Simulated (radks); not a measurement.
The numbers below are computed, except where a source is named.
Polarisability of neutral platinum, [Xe] 4f14 5d9 6s1, at imaginary frequency. Level of theory: scalar-relativistic Kohn-Sham, LDA (Slater exchange, Perdew-Wang correlation), spin-polarised, spherical densities, finite nucleus; open shells are filled with parallel spins first (spin-orbit coupling, left out, can overturn this in heavy ions); Fermi nuclear charge, rms radius 5.427 fm (a radial shooting solver on a logarithmic mesh with Libxc functionals). Response by self-consistent Sternheimer equations with the Hartree and adiabatic LDA kernel, the relativistic mass of each level held fixed and spin-orbit coupling left out.

w (hartree),alpha1(iw) (bohr^3)
0.00266,37.72
0.0143,37.61
0.0360,37.02
0.0697,35.25
0.118,31.65
0.186,26.32
0.280,20.37
0.413,14.99
0.605,10.59
0.892,7.141
1.35,4.477
2.12,2.508
3.59,1.186
6.94,0.4379
17.5,0.1051

Static values: alpha1 = 37.72 bohr^3 (5.590 angstrom^3; uncoupled 71.53). C6 = 363.8, triple-dipole C9 = 9179 atomic units. One-pole (London) frequency 4 C6 / (3 alpha1^2) = 0.341 hartree, against 0.218 for minus the highest occupied eigenvalue. Recommended static value: 48 bohr^3 (Schwerdtfeger and Nagle, 2023 table).
